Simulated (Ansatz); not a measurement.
Isolated molecules relaxed with PBE0-D4/def2-TZVP in Ansatz; ΔE leaves out vibrations. CCSD(T)/CBS adds triple-zeta CCSD(T) − MP2 to the extrapolated MP2 energy (def2 sets, frozen cores). Each species was taken in one conformer, which may not be the lowest.

Consider the redistribution: `FB(F)OP` + `C=C[SiH3]` → `C=CB(F)F` + `[SiH3]OP`.

```csv
species,CCSD(T)/CBS(def2) energy (Eh)
`FB(F)OP`,-641.86587
`C=C[SiH3]`,-368.76077
`C=CB(F)F`,-302.40039
`[SiH3]OP`,-708.22479
```

Problem. Work out ΔE.

Solution. ΔE = (-302.40039) + (-708.22479) − (-641.86587) − (-368.76077) = 0.00146 Eh = +3.8 kJ/mol.

Largest T1 diagnostic among the species: 0.013.

At CCSD(T), def2-SVP lies +23.4 kJ/mol from the extrapolated value and def2-TZVPP +3.0 kJ/mol. Leaving LDA and LC-ωPBE aside and taking each functional with its dispersion term where it has one, the values, not all of them listed here, spread over 8.7 kJ/mol, from BHLYP-D4 to PBE-D4. LDA lies +4.7 kJ/mol from PBE without D4. In def2-TZVPP, CCSD(T) changes the Hartree–Fock value by +6.7 kJ/mol (the triples alone add +0.7 kJ/mol) and MP2 by +4.2 kJ/mol.
